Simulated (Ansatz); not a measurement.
trans-ethylamine (C$_{2}$H$_{7}$N), singlet, at a GFN2-xTB geometry; CCSD on PBE0/def2-SVP in Ansatz (an electronic-structure program).

Ansatz was given this input:
Ansatz 0.2 input:
```yaml
crystal:
  periodic: [false, false, false]
  atoms:
    - {symbol: C, position_ang: [1.21347580, -0.33489211, -0.00053948]}
    - {symbol: C, position_ang: [-0.01511352, 0.57959694, -0.00065065]}
    - {symbol: N, position_ang: [-1.29044637, -0.11469946, 0.00111158]}
    - {symbol: H, position_ang: [2.12582993, 0.25587901, -0.00190763]}
    - {symbol: H, position_ang: [1.21478843, -0.97056086, 0.88382899]}
    - {symbol: H, position_ang: [1.21344556, -0.97257980, -0.88345425]}
    - {symbol: H, position_ang: [0.00625613, 1.22117055, -0.88594093]}
    - {symbol: H, position_ang: [0.00760037, 1.22319154, 0.88313798]}
    - {symbol: H, position_ang: [-1.36186295, -0.71028181, 0.82013011]}
    - {symbol: H, position_ang: [-1.36310650, -0.71215141, -0.81643455]}
basis:
  gaussian:
    orbitals: def2-SVP
hamiltonian:
  xc: pbe0
magnetization: {spin_polarized: false}
correlation: {method: ccsd}
```

It wrote (shortened):

```
Functional definition: PBE0
796 factors; integrals over basis functions are off by at most 1.6e-3 eV
mean field evaluation 1: about -3664.6433 eV, gradient 5.2e1 eV
mean field evaluation 2: about -3664.6415 eV, gradient 5.2e1 eV
mean field evaluation 4: about -3670.9781 eV, gradient 3.9e0 eV
mean field evaluation 8: about -3671.0104 eV, gradient 7.6e-2 eV
mean field evaluation 16: about -3671.0105 eV, gradient 2.9e-6 eV
mean field -3671.01046140 eV, -134.9071461562 hartree, gradient 2.9e-6 eV, S^2 0.000000; 0 other end points of the search recorded, 0 dependent functions left out
3 core orbitals not correlated
reference -3650.25327596 eV, -134.1443336612 hartree; 10, 10 occupied and 64, 64 virtual orbitals, 796 factors
second order -13.00978263 eV of doubles, -0.23285590 eV of singles
cycle   1  -13.76157759 eV  change   -5.3e-1 eV  update   6.6e-2
cycle   2  -14.06170650 eV  change   -3.0e-1 eV  update   2.0e-2
cycle   3  -14.12990152 eV  change   -6.8e-2 eV  update   7.3e-3
cycle   4  -14.13301207 eV  change   -3.1e-3 eV  update   2.0e-3
cycle   5  -14.13349968 eV  change   -4.9e-4 eV  update   5.8e-4
cycle   6  -14.13366281 eV  change   -1.6e-4 eV  update   1.7e-4
cycle   7  -14.13368961 eV  change   -2.7e-5 eV  update   5.7e-5
cycle   8  -14.13369242 eV  change   -2.8e-6 eV  update   1.6e-5
Total energy: -3664.38696839 eV, -134.6637372776 hartree
```
